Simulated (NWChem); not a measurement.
SiBrCl, singlet; SMILES Cl[Si]Br

Low-valent species are run as closed-shell singlets; no triplet was tried in these runs. This build's default masses of Se (78.918 u) and Br (79.917 u) are each other's, which moves their modes by up to 0.6 %.

Q: Give the equilibrium geometry at B3LYP/6-31G* (spherical d) (NWChem) as a Z-matrix, with the point group.

A: point group Cs; any orientation.
```
Si
Cl 1 2.1081
Br 1 2.2823 2 102.84
```
